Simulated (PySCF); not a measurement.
C₂H₁₀OSi₂, SMILES OCC[SiH2][SiH3]. Atoms are numbered in the order given.

```xyz
15

O     -2.9872    -0.7876    -0.0884
C     -1.7739    -0.0904    -0.2727
C     -0.8819    -0.0931     0.9690
Si     0.8102     0.7433     0.7429
Si     2.0165    -0.2605    -1.0102
H     -3.4695    -0.3593     0.6312
H     -1.2619    -0.5979    -1.1072
H     -1.9512     0.9541    -0.6046
H     -1.3970     0.4187     1.8034
H     -0.7169    -1.1348     1.2944
H      0.6280     2.1969     0.4411
H      1.5895     0.6318     2.0126
H      2.1219    -1.7331    -0.7791
H      1.3229    -0.0412    -2.3150
H      3.3941     0.3077    -1.1058
```

Geometry: B3LYP-D3(BJ)/def2-SVP. One conformer was computed; it need not be the lowest.

The numbers are results of HF/pcSseg-1 run with PySCF, not measurements.

GIAO shieldings, no solvent; atoms listed in one row are averaged. δ = σ(ref) − σ: ¹⁷O against H2O (σ = 333.0 ppm); ¹³C against TMS (σ = 192.6 ppm); ²⁹Si against TMS (σ = 393.8 ppm); ¹H against TMS (σ = 31.99 ppm), references at their B3LYP-D3(BJ)/def2-TZVP geometries, non-relativistic.

Computed chemical shifts:
```json
[
 {"nucleus": "¹⁷O", "atoms": "O1", "count": "1", "δ (ppm)": "39.8"},
 {"nucleus": "¹³C", "atoms": "C2", "count": "1", "δ (ppm)": "58.2"},
 {"nucleus": "¹³C", "atoms": "C3", "count": "1", "δ (ppm)": "16.2"},
 {"nucleus": "²⁹Si", "atoms": "Si4", "count": "1", "δ (ppm)": "-63.5"},
 {"nucleus": "²⁹Si", "atoms": "Si5", "count": "1", "δ (ppm)": "-94.4"},
 {"nucleus": "¹H", "atoms": "H12", "count": "1", "δ (ppm)": "3.88"},
 {"nucleus": "¹H", "atoms": "H11", "count": "1", "δ (ppm)": "3.77"},
 {"nucleus": "¹H", "atoms": "H13, H14, H15", "count": "3", "δ (ppm)": "3.61"},
 {"nucleus": "¹H", "atoms": "H7, H8", "count": "2", "δ (ppm)": "3.54"},
 {"nucleus": "¹H", "atoms": "H10", "count": "1", "δ (ppm)": "1.30"},
 {"nucleus": "¹H", "atoms": "H9", "count": "1", "δ (ppm)": "1.16"},
 {"nucleus": "¹H", "atoms": "H6", "count": "1", "δ (ppm)": "0.63"}
]
```
